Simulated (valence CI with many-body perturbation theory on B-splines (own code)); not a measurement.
## Sb20+: configurations and terms from energies and g

Calculated by configuration interaction combined with many-body perturbation theory (CI+MBPT): three valence electrons over a frozen Dirac-Fock core [Ar] 3d10, radial functions for each j: 11 s, 11 p, 9 d, 7 f, 5 g, 2 h, 1 i, with the one-electron correlation potential Σ1 (screened to all orders), the two-electron term Σ2, the three-electron term Σ3, Breit, model QED; selected single and double excitations, second order for the rest (own B-spline code, finite nucleus).

No measured spectrum was set against this ion. As an estimate, levels hold to about 250 cm⁻¹ or 0.2 % of their energy and the worst to 1 %, as in measured heavy ions of charge 2 to 7; those with d or f electrons hold less well.

| No. | J | Parity | E (cm⁻¹) | g |
| --- | --- | --- | --- | --- |
| 1 | 1/2 | odd | 0 | 0.664 |
| 2 | 3/2 | odd | 99626 | 1.333 |
| 3 | 1/2 | even | 346210 | 2.521 |
| 4 | 3/2 | even | 408060 | 1.708 |
| 6 | 3/2 | even | 490200 | 0.874 |
| 10 | 3/2 | even | 630780 | 1.279 |
| 11 | 3/2 | even | 754130 | 0.801 |
| 12 | 5/2 | even | 771600 | 1.200 |
| 15 | 5/2 | odd | 942200 | 1.197 |
| 16 | 1/2 | odd | 995370 | 0.664 |
| 17 | 3/2 | odd | 1023400 | 0.456 |
| 18 | 5/2 | odd | 1042000 | 1.048 |
| 20 | 7/2 | odd | 1073400 | 1.253 |

Energies count from the lowest level. Strongly mixed levels and levels close to another of their J and parity are left out, so the numbers can have gaps.

Question: Give configuration and LS term of each level.

Answer: 1: 4s²4p ²P°; 2: 4s²4p ²P°; 3: 4s4p² ⁴P; 4: 4s4p² ⁴P; 6: 4s4p² ²D; 10: 4s4p² ²P; 11: 4s²4d ²D; 12: 4s²4d ²D; 15: 4p³ ²D°; 16: 4p³ ²P°; 17: 4s4p4d ⁴F°; 18: 4s4p4d ⁴F°; 20: 4s4p4d ⁴F°.
